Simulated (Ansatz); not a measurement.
The cluster YF₃. Charge 0, multiplicity 3. Geometry PBE-D4/def2-TZVP; atoms count from 1.

```csv
atom,x (Å),y (Å),z (Å)
Y1,0.030,-0.065,-0.051
F2,0.634,-1.689,1.065
F3,-0.735,1.535,1.079
F4,0.072,0.219,-2.092
```

In the def2 sets Y takes a core potential; there is no spin–orbit coupling. At PBE0-D4/def2-TZVP a singlet of charge 0 lies 6.43 eV below the triplet, each at its own geometry. The structure comes from a short search, and lower isomers may exist.

**Question.** Estimate the Mulliken populations from the PBE0/def2-TZVP orbitals of Ansatz.

**Answer.** 
```
atom  charge (e)  spin (α − β)  d electrons
  Y1        1.03          0.97         1.14
  F2       -0.36          0.31            –
  F3       -0.31          0.41            –
  F4       -0.36          0.31            –
```
Mulliken values depend strongly on the basis.

**Question.** Where does the spin sit?

**Answer.** Summed by element: Y 0.97, F 1.03, of 2 unpaired in all. Largest on single atoms: Y1 0.97, F3 0.41, F4 0.31.

**Question.** And the Mayer bond orders between heavy atoms (over 0.3)?

**Answer.** Y1–F2 0.62 (2.06 Å); Y1–F3 0.56 (2.10 Å); Y1–F4 0.62 (2.06 Å).
